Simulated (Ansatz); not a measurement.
Molecule: MgO, charge 1, multiplicity 2. SMILES: [Mg+]=[O]
Coordinates optimised at B3LYP-D3(BJ)/def2-TZVP (Ansatz, a quantum-chemistry and plane-wave program):
```xyz
2

Mg     0.0000     0.0000    -0.7314
O      0.0000     0.0000     1.0970
```
Charge +1, spin multiplicity 2.

Give the harmonic wavenumbers at B3LYP-D3(BJ)/def2-TZVP (Ansatz, finite differences of forces, unscaled).

708 cm⁻¹. Zero-point energy 1.0 kcal/mol.

From these and the geometry, give the ideal-gas thermochemistry at 298.15 K and 1 atm (rigid rotor, harmonic oscillator).

Point group C∞v, rotational symmetry number 1. Rotational constants 15.67, 15.67 GHz. S(trans) 37.01, S(rot) 13.88, S(vib) 0.30, S(elec, spin only) 1.38, S 52.6 cal/(mol K). H(298) - H(0) 2.14 kcal/mol; G - E(el) -12.5 kcal/mol.
